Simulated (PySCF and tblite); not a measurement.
C5H6O2, numbered as in [CH2:1]=[CH:2][O:3][C:4](=[O:5])[CH:6]=[CH2:7]. Conformers came from 150 starts (ETKDG, MMFF94s, GFN2-xTB); geometries are GFN2-xTB. Weights use B3LYP-D3(BJ)/pcSseg-1 (IEF-PCM, chloroform) energies plus GFN2-xTB zero-point and thermal terms (modes under about 100 cm⁻¹ blended into free rotors). Symmetry numbers and mirror images are counted. Conformers within 3 kcal/mol (GFN2-xTB free energy) were kept, 10 at most. GIAO shieldings: B3LYP/pcSseg-1 (IEF-PCM, chloroform). Shifts are against TMS (¹H), TMS (¹³C) at the same level. Codes: tblite and PySCF.

Torsions listed: C1–C2–O3–C4, C2–O3–C4–O5, O3–C4–C6–C7.

Two conformers hold nearly all the population. I: 180°, 0°, 0°; δ(C4) = 169.48 ppm. II: 180°, 0°, 180°; δ(C4) = 171.29 ppm. The average over the ensemble at 298.15 K is 170.62 ppm.

Q: What populations and free-energy difference follow from a two-state model?

A: p(I) = (170.62 − 171.29)/(169.48 − 171.29) = 0.37, so K = p(II)/p(I) = 1.70 and G(II) − G(I) = −RT ln K = -0.31 kcal/mol. The weights computed directly are 38.2 % and 61.2 %, with 0.6 % in minor conformers.

The minima are those of GFN2-xTB; planar forms about aryl–S or allylic bonds may be saddles in DFT.


Conformer gaps in pcSseg-1 on xTB geometries can be 2 kcal/mol off for S=O, P=O and other polar bonds.